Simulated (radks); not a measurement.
Results of a calculation; reference values are marked as such.
Problem. All-electron atom: La V in [Kr] 4d10 5s2 5p5 (the NIST ground configuration). Code: a radial shooting solver on a logarithmic mesh with Libxc functionals. Model: scalar-relativistic Kohn-Sham, PBEsol, spin-polarised, spherical densities, finite nucleus; open shells are filled with parallel spins first (spin-orbit coupling, left out, can overturn this in heavy ions); Fermi nuclear charge, rms radius 4.855 fm. Some entries of the table are withheld. Estimate them.

orbital  occ.  eigenvalue (hartree)  <1/r> (bohr^-1)  r(max) (bohr)
1s up       1             -1424.734            61.99        0.01608
1s down     1             -1424.731            61.99        0.01608
2s up       1             -228.0084            14.27        0.09098
2s down     1             -228.0070            14.27        0.09098
2p up       3             -204.5467            13.55        0.07314
2p down     3             -204.5445            13.55        0.07314
3s up       1             -49.86513            5.168         0.2605
3s down     1             -49.86291            5.168         0.2605
3p up       3             -42.37195            4.899         0.2549
3p down     3             -42.36945            4.899         0.2549
3d up       5             -31.59491            4.646         0.2101
3d down     5             -31.59252            4.646         0.2101
4s up       1             -11.17173            2.152         0.6081
4s down     1             -11.16704            2.152         0.6082
4p up       3                   (1)            1.986         0.6351
4p down     3                   (2)            1.986         0.6352
4d up       5              -5.20142            1.727         0.6713
4d down     5              -5.19491            1.729         0.6713
5s up       1              -2.75698              (3)          1.393
5s down     1              -2.72466              (4)          1.391
5p up       3              -2.11248              (5)          1.551
5p down     2              -2.07933              (6)          1.549

Solution. 
(1) 4p up eigenvalue (hartree): -8.73244
(2) 4p down eigenvalue (hartree): -8.72753
(3) 5s up <1/r> (bohr^-1): 0.8747
(4) 5s down <1/r> (bohr^-1): 0.8764
(5) 5p up <1/r> (bohr^-1): 0.7677
(6) 5p down <1/r> (bohr^-1): 0.7673
